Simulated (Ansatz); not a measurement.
## Ansatz (development build ahead of 0.2.0) run

```yaml
crystal:
  periodic: [false, false, false]
  atoms:
    - { symbol: H, position_ang: [0.46885, 0.08437, -0.01967] }
    - { symbol: H, position_ang: [-0.31439, 0.40876, 0.06518] }
    - { symbol: H, position_ang: [-0.31921, -0.44765, 0.09919] }
basis:
  gaussian: { orbitals: "6-31G" }
total_charge: 1
hamiltonian:
  xc: hf
correlation:
  method: mp2
  frozen_orbitals: { H: 0 }
```

The input is written out in the form of the current development build from the run's settings.

Results

```
Converged                       : yes
Reference energy                : -1.27050 hartree
Correlation energy              : -0.02264 hartree
Total energy                    : -1.29315 hartree
Spin squared of the determinant : 0.000
```

Caution: bonds are stretched, where a single reference can fail; stretched shape with no unrestricted run beside it, a lower state can exist.
